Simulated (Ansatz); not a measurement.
Reactions of CH$_{8}$SSiSn (`C[SiH2][SnH2][SH]`).

Isolated molecules relaxed with PBE0-D4/def2-TZVP in Ansatz; ΔE leaves out vibrations. CBS: MP2 limit from def2 TZ/QZ plus the TZ coupled-cluster correction, frozen cores. This one scheme is used for every species. Functionals use def2-TZVPP. Triplets are unrestricted, without spin–orbit coupling. Elements past krypton have def2 core potentials. For Ge, Se, Sn outer-core shells are correlated without core-valence functions, which leaves a few kJ/mol of doubt a bond. Scalar relativity is left out up to krypton. One conformer a species, not always the lowest.

```json
{"reaction": "`C[SiH2][SnH2][SH]` → `[CH2]` (triplet) + `[SiH3][SnH2][SH]`", "r2SCAN-D4 (kJ/mol)": "458", "PBE0-D4 (kJ/mol)": "476", "CCSD(T)/CBS(def2) (kJ/mol)": "479"}
{"reaction": "`C[SiH2][SnH2][SH]` + `B[SeH]` → `B[Se][SiH2]C` + `[SH][SnH3]`", "r2SCAN-D4 (kJ/mol)": "-28", "PBE0-D4 (kJ/mol)": "-25", "CCSD(T)/CBS(def2) (kJ/mol)": "-28"}
{"reaction": "`C[SiH2][SnH2][SH]` + `[NH2][GeH3]` → `C[SiH2][NH][GeH3]` + `[SH][SnH3]`", "r2SCAN-D4 (kJ/mol)": "-24", "PBE0-D4 (kJ/mol)": "-18", "CCSD(T)/CBS(def2) (kJ/mol)": "-26"}
{"reaction": "`C[SiH2][SnH2][SH]` + H₂S → `[SH][SnH2][SH]` + `C[SiH3]`", "r2SCAN-D4 (kJ/mol)": "-33", "PBE0-D4 (kJ/mol)": "-27", "CCSD(T)/CBS(def2) (kJ/mol)": "-32"}
{"reaction": "`C[SiH2][SnH2][SH]` + `CC[SeH]` → `CC[Se][SiH2]C` + `[SH][SnH3]`", "r2SCAN-D4 (kJ/mol)": "-31", "PBE0-D4 (kJ/mol)": "-29", "CCSD(T)/CBS(def2) (kJ/mol)": "-30"}
{"reaction": "`C[SiH2][SnH2][SH]` + CH₃OH → `C[O][SnH2][SH]` + `C[SiH3]`", "r2SCAN-D4 (kJ/mol)": "13", "PBE0-D4 (kJ/mol)": "26", "CCSD(T)/CBS(def2) (kJ/mol)": "12"}
{"reaction": "`C[SiH2][SnH2][SH]` + H₂O → `[OH][SnH2][SH]` + `C[SiH3]`", "r2SCAN-D4 (kJ/mol)": "4", "PBE0-D4 (kJ/mol)": "18", "CCSD(T)/CBS(def2) (kJ/mol)": "9"}
{"reaction": "`C[SiH2][SnH2][SH]` → `[SiH3][CH2][SnH2][SH]`", "r2SCAN-D4 (kJ/mol)": "45", "PBE0-D4 (kJ/mol)": "47", "CCSD(T)/CBS(def2) (kJ/mol)": "35"}
{"reaction": "`C[SiH2][SnH2][SH]` + `CBN` → `CBN[SiH2]C` + `[SH][SnH3]`", "r2SCAN-D4 (kJ/mol)": "-8", "PBE0-D4 (kJ/mol)": "-1", "CCSD(T)/CBS(def2) (kJ/mol)": "-9"}
{"reaction": "`C[SiH2][SnH2][SH]` + `CC(O)O` → `CCC(O)O` + `[SiH3][SnH2][SH]`", "r2SCAN-D4 (kJ/mol)": "46", "PBE0-D4 (kJ/mol)": "44", "CCSD(T)/CBS(def2) (kJ/mol)": "43"}
```

Largest T1 diagnostic: 0.013, for `[OH][SnH2][SH]`.
